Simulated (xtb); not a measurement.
Sn(Cl)(OMe) (CH3ClOSn), SMILES [O]([Sn][Cl])C (connectivity only; charge and spin as stated), neutral, multiplicity 1. All values are semi-empirical tight-binding results from xtb (GFN2-xTB unless named), good for trends rather than for accurate numbers. Geometry optimised at GFN2-xTB. Other conformers were not sampled.

Optimised geometry:

```xyz
7

Sn     0.1283     0.0048     0.7018
Cl    -1.5753     1.1210    -0.5189
O      1.1270    -0.9685    -0.7568
C      1.2476    -1.2556    -2.1252
H      0.5094    -0.7071    -2.7152
H      2.2490    -0.9802    -2.4640
H      1.1033    -2.3266    -2.2844
```

For metal compounds this method's bond lengths and energies can be far off.

orbital gap: 3.98 eV
zero-point energy: 25.2 kcal/mol
G − E(el) at 298.15 K (modified RRHO): 4.6 kcal/mol

Computed atomic charges and the Wiberg bond orders between heavy atoms:
charges (e) Sn1 0.51, Cl2 -0.22, O3 -0.44, C4 0.05, H5 0.03, H6 0.04, H7 0.04. Bond orders Sn1–Cl2 1.30, Sn1–O3 1.15, O3–C4 0.99.
